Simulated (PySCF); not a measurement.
# Telling isomers of C3H7FSi apart by NMR

[PySCF: shieldings: GIAO PBE0/pcSseg-1; geometry from GFN2-xTB; relativity neglected; averaged over atoms made equivalent by symmetry, fast rotation or ring inversion; single conformer; isolated molecule]

References, each an isolated molecule treated in the same way: 1H, 13C against TMS. Splittings of carbon signals by F and P are missing where no couplings were computed. Where no couplings were computed, multiplicities follow the n + 1 count of equivalent neighbours, and m marks all less simple cases (inequivalent or close neighbours, rings, F or P nearby). Shifts are as computed. Against solution values, carbons near 30 ppm lie about +3 ppm off and those near 130 ppm about +5 ppm. Of 1211 compounds with measured shifts, 218 miss one by over three times the rms of a fit or turn the order of signals round; such compounds aren't used in these exercises.

(1) Tabulate the signals of `C=C[C@H](F)[SiH3]`, `C[Si@@H]1C[C@H]1F` and their relative energies.

(2) What is the quickest way to tell C=C[C@H](F)[SiH3] from C[Si@@H]1C[C@H]1F?

## Answers

(1) 
```json
{"SMILES": "C=C[C@H](F)[SiH3]", "carbon types": "2×CH 1×CH2", "δC": "148.6, 116.8, 92.4", "δH": "6.68 (m, 1H), 5.69 (m, 1H), 5.31 (m, 1H), 5.24 (m, 1H), 3.89 (m, 3H)", "E rel. (kcal/mol)": "3.2"}
{"SMILES": "C[Si@@H]1C[C@H]1F", "carbon types": "1×CH 1×CH2 1×CH3", "δC": "79.4, 7.6, -8.0", "δH": "5.30 (m, 1H), 3.45 (m, 1H), 1.01 (m, 1H), 0.98 (m, 1H), 0.15 (d, 3H)", "E rel. (kcal/mol)": "0.0"}
```

Energies are electronic energies at PBE0/pcSseg-1 on these geometries, without zero-point or thermal terms, each for the one conformer computed, which needn't be the lowest.

(2) Both give the same number of carbon signals, but DEPT or the intensities differ. The first has an alkene CH at 148.6 ppm, the second a three-membered-ring carbon (CH2) at 7.6 ppm. Their most deshielded carbons lie at 148.6 and 79.4 ppm. In the proton spectra the most deshielded non-exchanging signals are 6.68 (m, 1H) and 5.30 (m, 1H).
